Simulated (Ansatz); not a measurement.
`[SH][Al]([Cl])[Br]`, relaxed with RKS PBE-D4/def2-SVP in the Gaussian-basis code of Ansatz from a rough embedded geometry. The force threshold is 0.03 eV/Å; the program also tests the step.

The species carries charge 0 and has multiplicity 1.

Start:

```xyz
5

S    -0.082   -1.478   -1.021
Al   -0.153    0.503   -0.011
Cl   -1.917    1.045    1.160
Br    1.596    2.030   -0.235
H     0.556   -2.099    0.107
```

```csv
step,energy (eV),largest force (eV/Å),largest move (Å)
1,-99980.4153,1.248,0.000
2,-99980.5610,0.525,0.101
3,-99980.5721,0.039,0.020
4,-99980.5724,0.014,0.011
```

End:

```xyz
5

S    -0.074   -1.487   -1.008
Al   -0.156    0.475   -0.018
Cl   -1.827    1.045    1.128
Br    1.520    1.974   -0.200
H     0.537   -2.007    0.097
```

Run time 8.5 s (2 threads of a server CPU on a shared host); peak host memory 0.17 GiB.
